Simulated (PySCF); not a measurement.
Compound: Sn(vinyl)Br3, C₂H₃Br₃Sn.
Geometry (PBE0-D3(BJ)/def2-SVP, Å), atoms numbered from 1 in this order:
```xyz
9
C2H3Br3Sn angstrom
Sn    -0.112    0.300   -1.240
C     -0.215    0.336    0.880
C      0.295   -0.645    1.625
H     -0.697    1.213    1.327
H      0.782   -1.528    1.198
H      0.245   -0.605    2.719
Br     2.232    0.275   -2.036
Br    -1.207    2.271   -2.253
Br    -1.190   -1.688   -2.245
```

Computed with PBE0-D3(BJ)/def2-SVP geometry optimisation, gas phase, def2 core potentials past Kr (PySCF 2.14.0).

**Question.** Which atoms are bound to Sn1, and at what distances?

**Answer.** 4 atoms: C2 2.123 Å, Br8 2.472 Å, Br9 2.474 Å, Br7 2.476 Å. The nearest atom not counted as bound is H4, at 2.79 Å.

**Question.** List the angles at Sn1.

**Answer.** 
```tsv
angle	degrees	distance of the outer atoms (Å)
C2–Sn1–Br9	113.5	3.85
C2–Sn1–Br8	112.0	3.81
C2–Sn1–Br7	111.6	3.81
Br7–Sn1–Br8	107.2	3.98
Br8–Sn1–Br9	106.3	3.96
Br7–Sn1–Br9	105.9	3.95
```

**Question.** What is the shape at Sn1?

**Answer.** Distorted tetrahedral: angles from 105.9° to 113.5°; τ4 = (360° − α − β)/141° = 0.95 with α and β the two widest (0 for a square, 1 for a tetrahedron).

**Question.** What are the other bond lengths?

**Answer.** C2–C3 1.333 Å; C2–H4 1.096 Å; C3–H5 1.095 Å; C3–H6 1.096 Å.

**Question.** Give some angles away from the centre.

**Answer.** Sn1–C2–C3 121.8°.

**Question.** What are the rotational constants (commonest isotopes, rigid rotor)?

**Answer.** A = 541.5, B = 520.2, C = 398.5 MHz: an asymmetric top.

Point group: near Cs, missed by 0.08 Å at most; the miss may be what the optimiser left on a soft mode. Charge 0, singlet. PBE0-D3(BJ)/def2-SVP frequencies: not computed here.

Hardware: one thread, Intel Xeon Platinum 8488C (x86_64), shared host. Cost: 2.3 min, 0.89 GiB resident at most. This is the geometry optimisation.

One conformer stands for the species.
